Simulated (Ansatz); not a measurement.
Ansatz (a program for electronic structure) input:

Ansatz 0.2 input:
```yaml
crystal:
  periodic: [false, false, false]
  atoms:
    - {symbol: Se, position_ang: [-0.00483803, -0.00060100, 0.68657595]}
    - {symbol: Cl, position_ang: [1.11237023, 1.27416554, -0.67765679]}
    - {symbol: Cl, position_ang: [-1.10269418, -1.27296353, -0.69549512]}
basis:
  gaussian:
    orbitals: def2-TZVP
hamiltonian:
  xc: {name: SVWN5}
relax: {f_tol: 0.003, max_steps: 100}
```

What final total energy does it print?

-3315.63061 Eh (SVWN5/def2-TZVP). The basis has 122 functions.
